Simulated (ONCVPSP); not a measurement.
## An all-electron radial function and its pseudo partner (sulfur)

Columns: radius, all-electron u(r) and pseudo u(r) of the 3p shell (level -7.01 eV) of sulfur in the configuration [Ne] 3s2 3p4; PBE, scalar-relativistic, ONCV scheme, ONCVPSP 4.0.1.

```tsv
r (bohr)	all-electron	pseudo
0.075	-0.1099	0.0044
0.150	-0.2497	0.0175
0.225	-0.3217	0.0386
0.300	-0.3222	0.0671
0.375	-0.2693	0.1024
0.450	-0.1831	0.1440
0.525	-0.0794	0.1910
0.600	0.0303	0.2423
0.675	0.1385	0.2963
0.750	0.2404	0.3511
0.825	0.3333	0.4057
0.900	0.4159	0.4591
0.975	0.4879	0.5106
1.050	0.5494	0.5593
1.125	0.6007	0.6039
1.200	0.6422	0.6427
1.275	0.6747	0.6745
1.350	0.6989	0.6988
1.425	0.7156	0.7156
1.500	0.7258	0.7258
1.575	0.7303	0.7303
1.650	0.7299	0.7299
1.725	0.7252	0.7252
1.800	0.7171	0.7171
1.875	0.7060	0.7060
1.950	0.6925	0.6925
```

Problem. How many radial nodes do the two functions have?

Solution. The all-electron 3p function has n − l − 1 = 1; the pseudo-wave has 0, since the states of the same l below it are removed with the core.

Problem. At about which radius was the pseudo-wave matched?

Solution. 1.50 bohr. The columns agree to 0.0005 from 1.27 bohr on; several derivatives are matched, so the curves merge somewhat inside the radius.

Problem. Where does each function peak?

Solution. Outermost all-electron maximum near 1.57 bohr, pseudo maximum near 1.57 bohr (to the table’s step).

Problem. Is the pseudo-wave norm-conserving?

Solution. Yes: the ONCV scheme keeps the norm inside the radius equal to the all-electron one, which fixes the energy derivative of the logarithmic derivative at the level.
